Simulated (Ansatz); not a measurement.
Reaction (formal exchange of groups at a Te–Si bond): `F[SiH2][TeH]` + `C=CCl` → `C=C(Cl)[TeH]` + `F[SiH3]`

Computed with Ansatz on PBE0-D4/def2-TZVP structures; ΔE is electronic, products minus reactants. CCSD(T)/CBS is the MP2 limit (def2-TZVPP, def2-QZVPP) plus CCSD(T) − MP2 in def2-TZVPP, frozen cores. This one scheme is used for every species. DFT in def2-TZVPP. B3LYP here is the variant with VWN-RPA as its local correlation; programs differ in this. HSE06 is defined as in plane-wave codes. def2 core potentials past Kr. For Te outer-core shells are correlated without core-valence functions, which leaves a few kJ/mol of doubt a bond.

Task: Is it downhill or uphill in electronic energy at CCSD(T)/CBS, and by how much? (An estimate is asked.)

Result: Ansatz gave: Uphill: ΔE = +1.01 eV.

Task: What do these levels give: PBE-D4, BLYP-D4, B3LYP-D4, HSE06-D4, CAM-B3LYP-D4, ωB97M-V, B3LYP, CCSD(T)/def2-SVP, HF/def2-TZVPP, HF/def2-QZVPP, MP2/CBS(def2), CCSD/CBS(def2)? (Estimate.)

Result: Computed: PBE-D4 1.07, BLYP-D4 0.97, B3LYP-D4 1.02, HSE06-D4 1.12, CAM-B3LYP-D4 1.04, ωB97M-V 1.06, B3LYP 1.08, CCSD(T)/def2-SVP 1.01, HF/def2-TZVPP 1.14, HF/def2-QZVPP 1.13, MP2/CBS(def2) 0.98, CCSD/CBS(def2) 1.04 eV.

Task: What do rigid-rotor, harmonic-oscillator terms from PBE0-D4/def2-TZVP frequencies (298.15 K, 1 bar) make of the CCSD(T)/CBS value? (Best estimate.)

Result: Computed: ΔZPE = -0.08 eV, ΔH = +0.93 eV, ΔS = -13 J/(mol·K), ΔG = +0.97 eV.

Largest T1 diagnostic among the species: 0.011.

Leaving LDA and LC-ωPBE aside and taking each functional with its dispersion term where it has one, the values, not all of them listed here, spread over 0.17 eV, from BLYP-D4 to r2SCAN0-D4. From BLYP to BHLYP (50 % exact exchange), in def2-TZVPP and without D4, ΔE moves by +0.08 eV. The D4 term adds −0.05 eV with B3LYP and −0.03 eV with PBE0; it sums over pairs of atoms, weighted by their polarisabilities, and B3LYP, whose exchange is more repulsive, gets the larger term.
